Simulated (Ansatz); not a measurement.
Gas-phase reaction (SMILES): [SiH3]N[SiH3] + H+ -> [SiH3][NH2+][SiH3]; protonation at N, whose ΔH is minus the proton affinity.

Structures are relaxed separately at B3LYP-D3(BJ)/def2-TZVP in Ansatz (a first-principles code). Valence correlation only, unless marked. Spin-orbit coupling is left out. Non-relativistic. CBS marks a two-point X^-3 extrapolation of the correlation energy; Hartree-Fock from the larger set. The bracket is a focal-point correction in the basis named. Thermal terms are rigid-rotor harmonic-oscillator values from B3LYP-D3(BJ) frequencies (Ansatz) at 298.15 K and 1 atm. 1 Eh = 627.5095 kcal/mol. The proton has no electrons: its energy is zero and its thermal terms are those of translation.

```json
[
 {"species": "[SiH3]N[SiH3]", "E, RI-MP2/CBS(cc-pV(T+d)Z,cc-pV(Q+d)Z)+[CCSD(T)-MP2]/cc-pV(T+d)Z (Ansatz) (Eh)": "-637.09970", "E, wB97M-V/def2-TZVPD (Ansatz) (Eh)": "-637.93968", "H - E (Eh)": "0.07351"},
 {"species": "H+", "E, RI-MP2/CBS(cc-pV(T+d)Z,cc-pV(Q+d)Z)+[CCSD(T)-MP2]/cc-pV(T+d)Z (Ansatz) (Eh)": "0.00000", "E, wB97M-V/def2-TZVPD (Ansatz) (Eh)": "0.00000", "H - E (Eh)": "0.00236"},
 {"species": "[SiH3][NH2+][SiH3]", "E, RI-MP2/CBS(cc-pV(T+d)Z,cc-pV(Q+d)Z)+[CCSD(T)-MP2]/cc-pV(T+d)Z (Ansatz) (Eh)": "-637.43926", "E, wB97M-V/def2-TZVPD (Ansatz) (Eh)": "-638.27504", "H - E (Eh)": "0.08727"}
]
```

Work out ΔE and ΔH at 298.15 K at the first level, then ΔH at the second.


1. ΔE = [(-637.43926)] - [(-637.09970) + (0.00000)] = -0.33956 Eh = -213.1 kcal/mol at RI-MP2/CBS(cc-pV(T+d)Z,cc-pV(Q+d)Z)+[CCSD(T)-MP2]/cc-pV(T+d)Z.
2. The terms H - E add up to 0.01140 Eh, so ΔH = (-0.33956 + (0.01140))×627.5095 = -205.9 kcal/mol.
3. At wB97M-V/def2-TZVPD the same steps give ΔE = -210.4 and ΔH = -203.3 kcal/mol, a shift of +2.6 from the first level.
4. These values are not checked against measurement here, since the tables used lack a sound gas-phase enthalpy of formation for at least one species, or one in the same ion convention.
